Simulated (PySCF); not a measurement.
# Vibration and rotation of CaS

PBE0 constants of CaS, ¹Σ⁺ (singlet), closed shell (PySCF, no relativity, basis sets Ca pcseg-1, S pcseg-1; masses 39.9626 and 31.9721 u):

```
ωe              : 482.6 cm⁻¹
ωexe            : 1.49 cm⁻¹
Be              : 0.17849 cm⁻¹
αe              : 0.000769 cm⁻¹
D (centrifugal) : 9.77e-08 cm⁻¹
De to Ca + S    : 3.60 eV
```

Task: Give the band origin of the fundamental and the first lines of its P and R branches.

Result: ν0 = ωe − 2ωexe = 479.6 cm⁻¹, B0 = 0.17811, B1 = 0.17734 cm⁻¹.

| J″ | P(J″) − ν0 | R(J″) − ν0 |
| --- | --- | --- |
| 0 |  | 0.355 |
| 1 | -0.356 | 0.708 |
| 2 | -0.714 | 1.059 |
| 3 | -1.073 | 1.409 |
| 4 | -1.434 | 1.758 |
| 5 | -1.796 | 2.105 |
| 6 | -2.160 | 2.450 |

Task: Near which J would the R branch turn back, without centrifugal distortion?

Result: At J ≈ (B0 + B1)/(2(B0 − B1)) − 1 ≈ 230.

Measured values (Huber and Herzberg, Constants of Diatomic Molecules (1979)): ωe = 462.23 cm⁻¹, ωexe = 1.78 cm⁻¹, Be = 0.17667 cm⁻¹, αe = 0.000837 cm⁻¹.
